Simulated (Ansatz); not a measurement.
Ansatz (an electronic-structure program) input:

Ansatz 0.2 input:
```yaml
crystal:
  periodic: [false, false, false]
  atoms:
    - {symbol: Si, position_ang: [-1.11481375, -0.10819345, 0.07101821]}
    - {symbol: As, position_ang: [1.18139561, 0.15110817, -0.07158016]}
    - {symbol: H, position_ang: [-1.46083080, 1.08272577, -0.84008097]}
    - {symbol: H, position_ang: [-1.27689817, 0.68121387, 1.38196750]}
    - {symbol: H, position_ang: [1.30056421, -0.72248291, -1.32066157]}
    - {symbol: H, position_ang: [1.47142408, -1.09089337, 0.77104210]}
basis:
  gaussian:
    orbitals: def2-TZVP
hamiltonian:
  xc: b3lyp
  dispersion: d3bj
total_charge: -1
relax: {f_tol: 0.002, max_steps: 150}
```

Q: What final total energy does it print?

A: -2527.86542 Eh (B3LYP-D3(BJ)/def2-TZVP). The basis has 109 functions.

It need not be the lowest isomer of its formula. Whether it binds its extra electron was not tested at this geometry.
